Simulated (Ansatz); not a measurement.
Isolated molecules relaxed with PBE0-D4/def2-TZVP in Ansatz; ΔE leaves out vibrations. CCSD(T)/CBS adds triple-zeta CCSD(T) − MP2 to the extrapolated MP2 energy (def2 sets, frozen cores). This one scheme is used for every species. Functionals use def2-TZVPP. Elements past krypton have def2 core potentials. For W outer-core shells are correlated without core-valence functions, which leaves a few kJ/mol of doubt a bond. One conformer a species, not always the lowest.

Consider the ligand exchange at a W–O bond: `C[O][W]([OH])([F])(=[S])[Cl]` + HCl → `C[O][W]([F])(=[S])([Cl])[Cl]` + H₂O.

`C[O][W]([OH])([F])(=[S])[Cl]`:

```xyz
11

C    -0.656   -0.021    1.767
O     0.399    0.159    0.865
W     0.755   -0.087   -0.920
O    -0.768    1.023   -1.195
F     0.359   -0.621   -2.678
S     2.558    0.978   -1.190
Cl    1.204   -2.311   -0.543
H    -1.570    0.410    1.347
H    -0.803   -1.090    1.949
H    -0.407    0.479    2.704
H    -1.074    1.082   -2.106
```

HCl:

Cartesian coordinates in Å:
```
Cl 0.035 -0.633 0.087
H -0.035 0.633 -0.087
```

`C[O][W]([F])(=[S])([Cl])[Cl]`:

Z-matrix (Å, degrees):
```
W
Cl 1 2.312
O 1 1.839 2 85.3
C 1 3.082 2 74.8 3 11.5
S 1 2.099 2 105.8 3 -103.9
F 1 1.867 2 147.4 3 79.2
Cl 1 2.292 2 85.8 3 152.7
H 4 1.091 1 128.3 2 -114.3
H 4 1.093 1 103.6 2 116.5
H 4 1.096 1 94.2 2 5.1
```

H₂O:

Z-matrix (Å, degrees):
```
O
H 1 0.960
H 1 0.960 2 105.1
```

```
           level  ΔE (kJ/mol)
    CAM-B3LYP-D4          5.4
CCSD(T)/def2-SVP         12.1
```

(1) What does CCSD(T)/CBS give? (An estimate is asked.)

Largest T1 diagnostic among the species: 0.021, so the coupled-cluster value is less sure than usual.

Answers

(1) Ansatz gave: -8.4 kJ/mol. The listed levels differ from it by 13.8, 20.5 kJ/mol.

At CCSD(T), def2-SVP lies +20.4 kJ/mol from the extrapolated value and def2-TZVPP +7.8 kJ/mol. Leaving LDA and LC-ωPBE aside and taking each functional with its dispersion term where it has one, the values, not all of them listed here, spread over 16.3 kJ/mol, from PBE-QIDH to CAM-B3LYP-D4.
